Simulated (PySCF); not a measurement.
# How the method changes the constants of GeP⁺

State: ³Σ⁻ (triplet), unpaired electrons π ↑↑. Set-up: basis Ge x2c-SVPall, P x2c-SVPall; spin-free X2C with a Gaussian nucleus; PySCF 2.14. De refers to Ge⁺ + P in their high-spin ground configurations, without counterpoise correction. The functionals are run spin-unrestricted. A positive dipole points towards P; it is taken about the centre of mass and depends on that origin.

```csv
Level,Re (Å),ωe (cm⁻¹),De (eV),μ (D),"CPU s a point (SCF and correlation, without the integrals)"
UHF,2.302,387,1.06,-0.63,0.14
UHF-MP2,2.294,402,1.93,n/a,0.2
UHF-SCS-MP2,2.305,389,1.86,n/a,n/a
UHF-CCSD,2.316,378,1.94,n/a,n/a
UHF-CCSD(T),2.325,372,2.07,n/a,2.2
PBE,2.344,368,2.98,0.24,0.49
revPBE,2.353,364,2.80,0.16,0.3
r²SCAN,2.314,384,2.72,0.16,0.54
PBE0,2.310,391,2.67,0.02,0.74
HSE06,2.313,389,2.71,0.03,0.9
BHandHLYP,2.300,397,2.39,-0.09,0.39
M06-2X,2.305,393,2.41,0.03,0.64
```

(1) Which functional lies closest to UHF-CCSD(T) in De, which farthest, and by how much do they differ from it?

(2) What does a quarter of exact exchange do here, going from PBE to PBE0?

(3) What does the step from GGA to meta-GGA do here, going from PBE to r²SCAN?

Correlated steps freeze 14 core orbitals. Correlated levels converge slowly with the basis: in double zeta they bind strong bonds too weakly, by up to about 1 eV, and carry superposition errors of some tenths. Spin–orbit coupling is left out. For an ion De counts to the pair picked by the measured ionisation energies or electron affinities, which need not be the lowest pair at this level. The state is the lowest determinant that a PBE0 search found; another state may lie lower at other levels.

The whole job (state search and all levels along the bond) took about 1.7 min on 1 thread of AMD EPYC 7R13 (shared host), peak memory 0.59 GiB.

## Answers

(1) Closest is BHandHLYP (-2.5 pm in Re, +6.7 % in ωe, +0.32 eV in De against UHF-CCSD(T) in the same basis), farthest PBE (+1.9 pm in Re, -1.1 % in ωe, +0.91 eV in De). CCSD(T) converges more slowly with the basis than the functionals do and binds too weakly in this one, so the order can change at the basis-set limit.

(2) PBE0 less PBE: -3.4 pm in Re, +6.2 % in ωe, -0.31 eV in De. Exact exchange removes part of the self-interaction that spreads semilocal densities, and in most molecules shortens and stiffens the bond and lowers De; so it does here.

(3) r²SCAN less PBE: -3.0 pm in Re, +4.3 % in ωe, -0.26 eV in De.
